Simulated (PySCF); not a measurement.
C₄H₅OP₃.
Z-matrix (Å and degrees, PBE0-D3(BJ)/def2-SVP geometry), rows numbered from 1:
```
C 
O   1  1.4067
C   2  1.3451  1  120.21
P   3  1.7706  2  108.99  1   179.65
C   4  1.7183  3  105.76  2  -179.92
P   5  1.7371  4  136.19  3    -0.23
C   6  1.7241  5  104.02  4     0.32
P   7  1.7310  6  136.47  5     0.01
H   1  1.1040  2  111.25  3    60.09
H   1  1.1041  2  111.23  3   -60.85
H   1  1.0971  2  106.38  3   179.63
H   5  1.0997  4  111.13  3   179.96
H   7  1.0992  6  112.85  5   179.89
```

Computed with PySCF at PBE0/pcSseg-1 and CAM-B3LYP/def2-SVPD, non-relativistic, on one gas-phase PBE0-D3(BJ)/def2-SVP geometry that isn't relaxed in the solvent. The solvent is an IEF-PCM continuum (van der Waals radii × 1.2). Specific hydrogen bonds and non-electrostatic terms are outside this model.

Gas phase at PBE0/pcSseg-1: HOMO -6.74 eV, LUMO -2.45 eV, dipole 1.87 D.

Q: What does the continuum do to the energy, the frontier levels and the dipole at PBE0/pcSseg-1 in chloroform and water?

A: 
```
   solvent      ε  E(solvent) − E(gas) (kcal/mol)  polarisation term (kcal/mol)  distortion of the solute (kcal/mol)  HOMO (eV)  LUMO (eV)  dipole (D)
chloroform  4.711                           -2.78                         -3.04                                 0.26      -6.71      -2.43        2.25
     water  78.36                           -3.96                         -4.47                                 0.51      -6.72      -2.44        2.40
```

The first energy column is the sum of the next two and covers electrostatics alone. From chloroform to water the lowering changes by a factor 1.42, Onsager's factor (ε − 1)/(2ε + 1) by 1.38 and ε itself by 16.6.

Q: Which radius a makes the point-dipole formula ΔE = −[(ε − 1)/(2ε + 1)]·μ²/a³ give the value in water, with the gas-phase dipole?

A: μ = 0.736 au and |ΔE| = 0.00631 Eh give a = 1.84 Å; the farthest nucleus lies 3.73 Å from the centroid of the nuclei, so such a sphere wouldn't even hold the nuclei. The formula assumes a rigid point dipole at the centre of a sphere.

Q: Which ESP-fitted charges (PBE0/pcSseg-1) respond most in chloroform (means over atoms taken as equivalent)?

A: 
| atoms | environment | gas (e) | solvent (e) | change |
| --- | --- | --- | --- | --- |
| P6 | phosphorus bonded to 2 C | -0.233 | -0.269 | -0.036 |
| C3 | aromatic carbon bearing oxygen | +0.499 | +0.531 | +0.032 |
| P4/P8 | phosphorus bonded to 2 C | -0.288 | -0.315 | -0.027 |
| O2 | aryl ether oxygen | -0.256 | -0.280 | -0.024 |
| C5/C7 | aromatic CH carbon | +0.032 | +0.048 | +0.016 |
| H12/H13 | aromatic hydrogen | +0.159 | +0.170 | +0.011 |

Q: Which Mayer bond orders change most in chloroform?

A: 
```json
{"bond": "C1–O2", "length (Å)": "1.407", "gas": "0.883", "solvent": "0.872", "change": "-0.011"}
{"bond": "P4–C5", "length (Å)": "1.718", "gas": "1.371", "solvent": "1.379", "change": "+0.008"}
{"bond": "C7–H13", "length (Å)": "1.099", "gas": "0.929", "solvent": "0.923", "change": "-0.006"}
{"bond": "O2–C3", "length (Å)": "1.345", "gas": "1.019", "solvent": "1.024", "change": "+0.005"}
{"bond": "C3–P4", "length (Å)": "1.771", "gas": "1.173", "solvent": "1.168", "change": "-0.005"}
{"bond": "C5–H12", "length (Å)": "1.100", "gas": "0.931", "solvent": "0.926", "change": "-0.005"}
{"bond": "P6–C7", "length (Å)": "1.724", "gas": "1.333", "solvent": "1.329", "change": "-0.004"}
{"bond": "P8–C3", "length (Å)": "1.762", "gas": "1.225", "solvent": "1.221", "change": "-0.004"}
```

Q: How do the nuclear quadrupole coupling constants eQVzz/h respond in chloroform?

A: 
| nucleus | Q (barn) | gas (MHz) | solvent (MHz) | η gas | η solvent |
| --- | --- | --- | --- | --- | --- |
| 17O at O2 | -0.0256 | -11.20 | -11.05 | 0.47 | 0.46 |

Gas phase at CAM-B3LYP/def2-SVPD: HOMO -7.74 eV, LUMO -1.42 eV, dipole 1.70 D.

Q: What does the continuum do to the energy, the frontier levels and the dipole at CAM-B3LYP/def2-SVPD in chloroform?

A: 
```
   solvent      ε  E(solvent) − E(gas) (kcal/mol)  polarisation term (kcal/mol)  distortion of the solute (kcal/mol)  HOMO (eV)  LUMO (eV)  dipole (D)
chloroform  4.711                           -2.64                         -2.92                                 0.28      -7.69      -1.38        2.08
```

Q: How does the static polarisability (CAM-B3LYP/def2-SVPD, frozen core, with the continuum's full static response) change?

A: 
| medium | isotropic (au) | principal values (au) | ⟨r²⟩ of the electrons (bohr²) |
| --- | --- | --- | --- |
| gas | 129.8 | 78.4, 139.4, 171.5 | 1566.0 |
| chloroform | 178.6 | 103.2, 197.9, 234.9 | 1565.4 |

The isotropic value in chloroform is 1.38 times the gas-phase one; no cavity-field correction is applied. ⟨r²⟩ is taken about the centre of nuclear charge.

Hardware: Arm Neoverse N1, one thread, shared host with 64 logical CPUs at a one-minute load of 49. Cost: 39 s wall, 0.91 GiB resident at most. This is the whole shielding run at PBE0/pcSseg-1 in water, SCF included.
